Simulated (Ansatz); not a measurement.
Spectroscopic constants of NaS, multiplicity 2 (lowest of 2S+1 = 2, 4 at CCSD(T)/def2-TZVPP on PBE0 minima; our sources give no spin for the ground state, which may be another).

Seven points along R, fitted to fifth degree in 1/R; most abundant isotopes. Runs in def2 and cc sets follow the lowest solution found near the PBE0 minimum.

Correlated levels freeze the inner cores; with def2 sets outer-core shells near the valence are correlated too.

Run with Ansatz (a first-principles code). Values without a source in brackets are computed.

Energies at CCSD/def2-TZVPP:

```csv
R (Å),E (hartree)
2.309707,-559.74493807
2.371796,-559.74732954
2.428918,-559.74849327
2.493490,-559.74884757
2.558063,-559.74838460
2.632570,-559.74705831
2.719494,-559.74469839
```

Question: With a reduced mass of 13.3735 u, find the minimum, the force constant and the constants.

Answer: A fifth-degree polynomial in 1/R puts the minimum at r_e = 2.4867 Å with force constant 87.1 N/m. Then ω_e = (1/2πc)√(k/μ) = 333 cm⁻¹ and B_e = h/(8π²cμr_e²) = 0.2038 cm⁻¹; the cubic and quartic terms give α_e = 0.0015 and ω_e x_e = 1.5 cm⁻¹.
